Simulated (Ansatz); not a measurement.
`C/C=C(\F)C(F)F` + H–F → `F/C=C(\F)C(F)F` + CH₄ at 298.15 K and 1 bar (substitution at a C–C bond).

Isolated molecules relaxed with PBE0-D4/def2-TZVP in Ansatz; ΔE leaves out vibrations. CCSD(T)/CBS is the MP2 limit (def2-TZVPP, def2-QZVPP) plus CCSD(T) − MP2 in def2-TZVPP, frozen cores. This one scheme is used for every species. Double bonds are as drawn, so ΔE can hold a change between cis and trans. One conformer a species, not always the lowest.

| species | CCSD(T)/CBS energy (Eh) | H − E (kJ/mol) | S (J/(mol·K)) |
| --- | --- | --- | --- |
| `C/C=C(\F)C(F)F` | -454.56471 | 248.2 | 355.9 |
| H–F | -100.39570 | 33.5 | 173.6 |
| `F/C=C(\F)C(F)F` | -514.47128 | 153.0 | 342.0 |
| CH₄ | -40.46206 | 127.4 | 186.2 |

H − E and S are ideal-gas, rigid-rotor, harmonic terms from PBE0-D4/def2-TZVP, for one conformer and one mirror image of each species. 1 Eh = 2625.50 kJ/mol, R = 8.31446 J/(mol·K).

Problem. By hand: ΔE, ΔH, ΔS and ΔG.

Solution. ΔE = (-514.47128) + (-40.46206) − (-454.56471) − (-100.39570) = 0.02707 Eh = 71.1 kJ/mol. Δ(H − E) = 153.0 + 127.4 − 248.2 − 33.5 = -1.3, so ΔH = 69.8 kJ/mol. ΔS = 342.0 + 186.2 − 355.9 − 173.6 = -1.3 J/(mol·K). ΔG = 69.8 − 298.15 × (-1.3)/1000 = 70.2 kJ/mol.

Problem. By hand: the equilibrium constant, and the temperature at which ΔG would vanish if ΔH and ΔS stayed fixed.

Solution. log₁₀ K = −ΔG/(RT ln 10) = -12.3. ΔH and −TΔS have one sign here, so there is no such temperature. One of them is within its doubt of zero, so this could turn.

The number of gas molecules stays the same, so ΔS is small and ΔH decides. A doubt of 5 kJ/mol in ΔE shifts log₁₀ K by 0.9 here. Other conformers and mirror images would add mixing entropy, several J/(mol·K) or more a flexible species. These are equilibria of isolated gas molecules and say nothing of rates. Largest T1 diagnostic: 0.012 (customary marks: 0.02 for closed shells, 0.045 for open ones).
